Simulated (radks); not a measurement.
Tl2+, 79 electrons, occupied as [Xe] 4f14 5d10 6s1. All-electron calculation, scalar-relativistic Kohn-Sham, LDA (Slater exchange, Perdew-Wang correlation), spin-polarised, spherical densities, finite nucleus; open shells are filled with parallel spins first (spin-orbit coupling, left out, can overturn this in heavy ions); Fermi nuclear charge, rms radius 5.4759 fm; hard spherical wall at 10 bohr. Program: a radial shooting solver on a logarithmic mesh with Libxc functionals.

Normalised radial functions P(r) = r R(r), r in bohr:

| r | 5d up | 6s down |
|---|---|---|
| 0.001139 | 0.0000 | 0.0360 |
| 0.001544 | 0.0000 | 0.0442 |
| 0.002092 | 0.0001 | 0.0535 |
| 0.002836 | 0.0002 | 0.0634 |
| 0.003874 | 0.0004 | 0.0731 |
| 0.005251 | 0.0008 | 0.0802 |
| 0.007116 | 0.0019 | 0.0819 |
| 0.009644 | 0.0041 | 0.0741 |
| 0.01307 | 0.0090 | 0.0519 |
| 0.01771 | 0.0191 | 0.0122 |
| 0.02401 | 0.0389 | -0.0429 |
| 0.03254 | 0.0750 | -0.0990 |
| 0.04409 | 0.1342 | -0.1265 |
| 0.05976 | 0.2156 | -0.0888 |
| 0.08164 | 0.2978 | 0.0278 |
| 0.1106 | 0.3155 | 0.1535 |
| 0.15 | 0.1912 | 0.1595 |
| 0.2032 | -0.0943 | -0.0224 |
| 0.2754 | -0.3974 | -0.2329 |
| 0.3733 | -0.4469 | -0.1809 |
| 0.5059 | -0.0973 | 0.1559 |
| 0.6856 | 0.4695 | 0.3915 |
| 0.9292 | 0.8823 | 0.1802 |
| 1.259 | 0.9245 | -0.3385 |
| 1.707 | 0.6835 | -0.7275 |
| 2.332 | 0.3647 | -0.7304 |
| 3.16 | 0.1380 | -0.4529 |
| 4.283 | 0.0326 | -0.1716 |
| 5.804 | 0.0041 | -0.0356 |
| 7.866 | 0.0002 | -0.0034 |

5d up: eigenvalue -33.559 eV, 2 radial nodes at r = 0.186, 0.535 bohr, <r> = 1.37 bohr, 90 % of the charge inside 2.09 bohr. 6s down (empty): eigenvalue -25.365 eV, 5 radial nodes at r = 0.0191, 0.0767, 0.198, 0.446, 1.04 bohr, <r> = 2.26 bohr, 90 % of the charge inside 3.27 bohr.
